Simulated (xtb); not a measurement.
BrH5N2Sn, SMILES [NH2][SnH]([NH2])[Br]. All values are semi-empirical tight-binding results from xtb (GFN2-xTB unless named), good for trends rather than for accurate numbers. The structure is a stationary point at GFN2-xTB. The structure was generated by enumeration; whether it is a known compound was not checked. Other conformers were not sampled.

For metal compounds this method's bond lengths and energies can be far off.

Computed properties:
```
Quantity                                      Result
-------------------------------------  -------------
orbital gap                                  3.49 eV
zero-point energy                      33.7 kcal/mol
G − E(el) at 298.15 K (modified RRHO)  11.9 kcal/mol
```
